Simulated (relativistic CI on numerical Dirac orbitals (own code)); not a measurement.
**Ligand-field terms of d2**

Computed with a parametric ligand-field model of a d^n configuration (Racah B and C, spin-orbit zeta, crystal field), exact diagonalisation.

Field parameters in Wybourne normalisation: Oh B⁴₀ = 21Dq, B⁴₄ = √(5/14) B⁴₀; Td as Oh with Dq negative (B⁴₀ = 21Dq, B⁴₄ = √(5/14) B⁴₀). The field is a parameter set, without covalency.

Lowest levels for B = 440, C = 1810, ζ = 610 cm⁻¹, Oh, 10Dq = 36850 cm⁻¹?

E 0 (S 1.00), T2 12 (S 1.00), T1 732 (S 1.00), A1 1035 (S 1.00), T2 6774 (S 0.01), E 6818 (S 0.01), A1 15639 (S 0.01), A2 35800 (S 1.00), T2 35946 (S 1.00) cm⁻¹, with S from ⟨S²⟩ = S(S + 1). The ground level has 0.01 electrons in the cubic e pair.

Lowest levels for B = 530, C = 2490, ζ = 250 cm⁻¹, Td, 10Dq = -6100 cm⁻¹?

T2 0 (S 1.00), A2 6000 (S 1.00), T2 6062 (S 1.00), E 6106 (S 0.99), T1 6172 (S 1.00), E 8943 (S 0.16), T2 9777 (S 1.00), E 9870 (S 0.95), T1 10041 (S 1.00) cm⁻¹, with S from ⟨S²⟩ = S(S + 1). The ground level has 2.00 electrons in the cubic e pair.

Lowest levels for B = 730, C = 2870, ζ = 740 cm⁻¹, Oh, 10Dq = 38400 cm⁻¹?

E 0 (S 1.00), T2 20 (S 1.00), T1 926 (S 1.00), A1 1333 (S 1.00), T2 10869 (S 0.01), E 10976 (S 0.01), A1 24711 (S 0.01), A2 36773 (S 1.00), T2 36963 (S 1.00) cm⁻¹, with S from ⟨S²⟩ = S(S + 1). The ground level has 0.01 electrons in the cubic e pair.

Lowest levels for B = 770, C = 2900, ζ = 420 cm⁻¹, Td, 10Dq = -9300 cm⁻¹?

T2 0 (S 1.00), A2 9137 (S 1.00), T2 9239 (S 1.00), E 9240 (S 0.96), T1 9423 (S 1.00), E 11713 (S 0.12), T2 14804 (S 1.00), E 14892 (S 0.99), T1 15227 (S 1.00) cm⁻¹, with S from ⟨S²⟩ = S(S + 1). The ground level has 2.00 electrons in the cubic e pair.

Lowest levels for B = 810, C = 3600, ζ = 850 cm⁻¹, Oh, 10Dq = 17450 cm⁻¹?

E 0 (S 1.00), T2 71 (S 1.00), T1 1231 (S 1.00), A1 1791 (S 1.00), T2 12927 (S 0.15), E 13440 (S 0.02), A2 16243 (S 1.00), T2 16714 (S 0.95), T1 16897 (S 1.00) cm⁻¹, with S from ⟨S²⟩ = S(S + 1). The ground level has 0.05 electrons in the cubic e pair.
